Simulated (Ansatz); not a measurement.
`O[Si]O[SiH3]` + H–F → `F[Si]O[SiH3]` + H₂O at 500 K and 1 bar (ligand exchange at the Si–O bond).

Calculated with Ansatz (gas phase, PBE0-D4/def2-TZVP geometries, no zero-point term in ΔE). CBS: MP2 limit from def2 TZ/QZ plus the TZ coupled-cluster correction, frozen cores. This one scheme is used for every species. One conformer a species, not always the lowest.

```
       species  CCSD(T)/CBS energy (Eh)  H − E (kJ/mol)  S (J/(mol·K))
`O[Si]O[SiH3]`               -731.01400           156.5          393.6
           H–F               -100.39570            39.4          188.7
`F[Si]O[SiH3]`               -755.04483           122.9          392.2
           H₂O                -76.37941            73.2          206.3
```

H − E and S are ideal-gas, rigid-rotor, harmonic terms from PBE0-D4/def2-TZVP, for one conformer and one mirror image of each species. 1 Eh = 2625.50 kJ/mol, R = 8.31446 J/(mol·K).

Question: By hand: ΔE, ΔH, ΔS and ΔG.

Answer: ΔE = (-755.04483) + (-76.37941) − (-731.01400) − (-100.39570) = -0.01454 Eh = -38.2 kJ/mol. Δ(H − E) = 122.9 + 73.2 − 156.5 − 39.4 = 0.2, so ΔH = -38.0 kJ/mol. ΔS = 392.2 + 206.3 − 393.6 − 188.7 = 16.2 J/(mol·K). ΔG = -38.0 − 500 × (16.2)/1000 = -46.1 kJ/mol.

Question: By hand: the equilibrium constant, and the temperature at which ΔG would vanish if ΔH and ΔS stayed fixed.

Answer: log₁₀ K = −ΔG/(RT ln 10) = 4.8. ΔH and −TΔS have one sign here, so there is no such temperature.

ΔH outweighs TΔS. A doubt of 5 kJ/mol in ΔE shifts log₁₀ K by 0.5 here. Other conformers and mirror images would add mixing entropy, several J/(mol·K) or more a flexible species. Modes under 60 cm⁻¹, often nearly free rotors, make the harmonic entropy too high. These are equilibria of isolated gas molecules and say nothing of rates. Largest T1 diagnostic: 0.014 (customary marks: 0.02 for closed shells, 0.045 for open ones).
